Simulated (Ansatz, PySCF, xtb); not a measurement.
Noncovalent pair: H2O (SMILES O) (first 3 atoms) with Si2H6 (SMILES [SiH3][SiH3]); geometry from B3LYP-D3(BJ)/def2-TZVP, rigid monomers moved along the line of their centres of mass till O1···Si5 is 4.33 Å.
(charge 0, multiplicity 1):
```json
[
 {"atom": "O", "x (Å)": "0.7691", "y (Å)": "0.6881", "z (Å)": "0.7472"},
 {"atom": "H", "x (Å)": "1.5741", "y (Å)": "0.1666", "z (Å)": "0.6564"},
 {"atom": "H", "x (Å)": "0.1703", "y (Å)": "0.3582", "z (Å)": "0.0684"},
 {"atom": "Si", "x (Å)": "-0.9202", "y (Å)": "-1.5082", "z (Å)": "4.0873"},
 {"atom": "Si", "x (Å)": "-0.9084", "y (Å)": "0.7474", "z (Å)": "4.7408"},
 {"atom": "H", "x (Å)": "0.4528", "y (Å)": "-1.9919", "z (Å)": "3.7965"},
 {"atom": "H", "x (Å)": "-1.7483", "y (Å)": "-1.7123", "z (Å)": "2.8723"},
 {"atom": "H", "x (Å)": "-1.4789", "y (Å)": "-2.3775", "z (Å)": "5.1551"},
 {"atom": "H", "x (Å)": "0.4729", "y (Å)": "1.2797", "z (Å)": "4.7683"},
 {"atom": "H", "x (Å)": "-1.4735", "y (Å)": "0.8760", "z (Å)": "6.1099"},
 {"atom": "H", "x (Å)": "-1.7407", "y (Å)": "1.5638", "z (Å)": "3.8282"}
]
```

Monomers are frozen at their geometry in the pair; levels with a basis set take the counterpoise correction. Rows marked so take none.

Rows in 6-31G* carry no dispersion term and start afresh at each structure (6-31G* with six Cartesian d functions).

Programs: Ansatz (Gaussian basis) for Hartree–Fock, density functionals and correlated methods; PySCF for 6-31G* rows; xtb for the GFN methods. 

Task: One of these levels gives -1.26 kcal/mol for the interaction energy. Which?
A) HF/aug-cc-pV(D+d)Z
B) BP86/6-31G* (no counterpoise)
C) GFN1-xTB

Result: C, GFN1-xTB. The others give -0.74 (HF/aug-cc-pV(D+d)Z), -1.64 (BP86/6-31G* (no counterpoise))

Ansatz is a quantum-chemistry and plane-wave program.
